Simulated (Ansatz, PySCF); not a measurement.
Stretching the Si5–H6 bond in BH5OSi (SMILES BO[SiH3]) (multiplicity 1 held, fragments rigid). Energies count from the point at 1.477 Å.
Geometry at that point (charge 0, multiplicity 1):
```xyz
8

B     -0.355     0.168     1.746
H     -1.122     0.723     2.474
H      0.516    -0.542     2.166
O     -0.489     0.357     0.418
Si     0.331    -0.201    -0.915
H      0.863     0.968    -1.643
H     -0.630    -0.934    -1.764
H      1.435    -1.094    -0.498
```

R- and RO- levels are restricted; in cc, def2 and unpolarised 6-31G sets they are followed outwards from rest. Unrestricted levels (U-) break spin symmetry where that is lower. Levels need not reach the same state.

Rows in 6-31G* carry no dispersion term and start afresh at each structure (6-31G* with six Cartesian d functions).

Codes used: Ansatz (a quantum-chemistry and plane-wave program) with Gaussian orbitals; PySCF for 6-31G* rows. Values without a source in brackets are computed.

One of these levels gives 4.056 eV for the energy at R = 4.726 Å. Which one is it?
A) U-r2SCAN/cc-pV(T+d)Z
B) R-B3LYP/cc-pV(T+d)Z
C) R-PBE/cc-pV(T+d)Z
D) U-HF/6-31G*

A, U-r2SCAN/cc-pV(T+d)Z. The others give 3.422 (U-HF/6-31G*), 5.216 (R-PBE/cc-pV(T+d)Z), 5.731 (R-B3LYP/cc-pV(T+d)Z)

Doubts at one or more of the structures used: a spin-contaminated determinant (U-HF/6-31G*, U-r2SCAN/cc-pV(T+d)Z); a restricted determinant that unrestricted orbitals would lower (R-PBE/cc-pV(T+d)Z, R-B3LYP/cc-pV(T+d)Z).
